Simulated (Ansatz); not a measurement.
The inner images of a band of ClH + F3H2NTi (9 atoms, charge 0, multiplicity 1) are given out of order.

Computed with RKS BHLYP-D4/def2-SVP in Ansatz 0.2.0.

Image 0:

```xyz
9
Properties=species:S:1:pos:R:3
Ti 0.169 -0.041 0.137
N 0.033 -0.044 1.991
H 0.119 -0.892 2.539
H 0.270 0.763 2.553
F 1.835 -0.166 -0.318
F -0.414 1.480 -0.429
F -0.642 -1.447 -0.448
Cl -3.218 0.225 1.440
H -2.033 0.133 1.943
```

Image 8:

```xyz
9
Properties=species:S:1:pos:R:3
Ti -0.503 0.200 0.026
N -0.243 -0.263 2.253
H -0.754 -1.098 2.514
H 0.734 -0.414 2.475
F 0.771 1.321 0.398
F -0.654 0.537 -1.663
F -0.080 -1.481 -0.084
Cl -2.572 0.715 0.657
H -0.580 0.496 2.832
```

Task: Put them in order from the first end to the last, with their energies above the first end.
A.
```xyz
9
Properties=species:S:1:pos:R:3
Ti -0.510 0.187 0.024
N -0.244 -0.262 2.266
H -0.407 -1.243 2.455
H 0.703 -0.039 2.547
F 0.916 1.130 0.339
F -0.648 0.514 -1.667
F -0.325 -1.537 -0.063
Cl -2.484 0.984 0.667
H -0.879 0.278 2.841
```
B.
```xyz
9
Properties=species:S:1:pos:R:3
Ti -0.391 -0.033 0.090
N -0.217 0.015 2.209
H 0.133 -0.841 2.624
H 0.319 0.794 2.573
F 1.356 -0.208 0.083
F -0.447 1.459 -0.756
F -0.745 -1.527 -0.675
Cl -2.662 0.220 0.886
H -1.226 0.132 2.374
```
C.
```xyz
9
Properties=species:S:1:pos:R:3
Ti -0.129 -0.031 0.166
N -0.153 -0.021 2.120
H 0.117 -0.877 2.593
H 0.295 0.762 2.585
F 1.560 -0.184 -0.132
F -0.456 1.497 -0.553
F -0.727 -1.476 -0.550
Cl -2.783 0.222 1.190
H -1.603 0.120 1.991
```
D.
```xyz
9
Properties=species:S:1:pos:R:3
Ti -0.501 0.050 0.043
N -0.242 -0.066 2.272
H -0.148 -1.032 2.566
H 0.618 0.410 2.520
F 1.228 0.279 0.288
F -0.584 1.109 -1.314
F -0.605 -1.584 -0.475
Cl -2.622 0.509 0.731
H -1.023 0.336 2.776
```
E.
```xyz
9
Properties=species:S:1:pos:R:3
Ti -0.503 0.128 0.024
N -0.248 -0.196 2.278
H -0.170 -1.174 2.530
H 0.609 0.268 2.556
F 1.123 0.701 0.313
F -0.630 0.804 -1.559
F -0.523 -1.575 -0.241
Cl -2.517 0.853 0.711
H -1.020 0.202 2.797
```
F.
```xyz
9
Properties=species:S:1:pos:R:3
Ti 0.021 -0.034 0.171
N -0.029 -0.036 2.053
H 0.137 -0.889 2.573
H 0.302 0.761 2.582
F 1.689 -0.170 -0.246
F -0.460 1.500 -0.458
F -0.707 -1.460 -0.472
Cl -2.970 0.215 1.254
H -1.862 0.127 1.951
```
G.
```xyz
9
Properties=species:S:1:pos:R:3
Ti -0.502 -0.042 0.059
N -0.238 0.070 2.256
H -0.088 -0.868 2.615
H 0.598 0.601 2.472
F 1.246 -0.121 0.298
F -0.502 1.303 -1.011
F -0.675 -1.547 -0.755
Cl -2.677 0.157 0.742
H -1.043 0.459 2.732
```

Result: F (+1.3 kcal/mol), C (+4.7 kcal/mol), B (-22.3 kcal/mol), G (-29.2 kcal/mol), D (-30.1 kcal/mol), E (-33.7 kcal/mol), A (-36.0 kcal/mol).

Time of the run: 9.2 min on 4 threads of Intel(R) Xeon(R) Platinum 8375C CPU @ 2.90GHz (Ice Lake) (shared host), peak memory 0.36 GiB.
